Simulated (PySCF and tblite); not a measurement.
Values are calculated unless marked as measured or tabulated.
4,4,4‐trifluorobutan‐2‐one, C₄H₅F₃O, numbered as in [CH3:1][C:2](=[O:3])[CH2:4][C:5]([F:6])([F:7])[F:8].

Free energies: PBE0-D3(BJ)/pcSseg-1 on GFN2-xTB structures plus GFN2-xTB thermal terms, symmetry and mirror images included. Conformers within 3 kcal/mol (GFN2-xTB free energy) were kept, 4 at most. GIAO shieldings: PBE0/pcSseg-1. Shifts are against TMS (¹H), TMS (¹³C), CFCl3 (¹⁹F) at the same level. Programs: PySCF with density fitting and tblite.

(1) List the conformer-averaged shifts at 298.15 K.

(2) How do the conformers differ?

Unscaled ¹⁹F shifts at such levels can be off by tens of ppm; differences between conformers or isomers are more reliable. Shifts are unscaled: against experiment ¹³C can be off by 15 ppm or more and ¹H by 0.8 ppm.

Answers

(1) ¹H: 3.06 (H4, 2H), 2.34 (H1, 3H) ppm. ¹³C: 202.0 (C2), 133.7 (C5), 52.6 (C4), 31.8 (C1) ppm. ¹⁹F: -77.9 (F6/F7/F8) ppm.

(2) Torsions listed: O3–C2–C4–C5. Of a mirror pair one member is shown.
```csv
conformer,shape,weight %
1,-138°,65.1
2,-16°,34.9
```

| signal | 1 | 2 | average |
| --- | --- | --- | --- |
| H1 | 2.43 | 2.17 | 2.34 |
| H4 | 3.07 | 3.03 | 3.06 |
| C1 | 31.4 | 32.4 | 31.8 |
| C2 | 202.3 | 201.4 | 202.0 |
| C4 | 53.7 | 50.6 | 52.6 |
| C5 | 134.1 | 133.0 | 133.7 |
| F6/F7/F8 | -76.8 | -79.9 | -77.9 |


Conformer gaps in pcSseg-1 on xTB geometries can be 2 kcal/mol off for S=O, P=O and other polar bonds.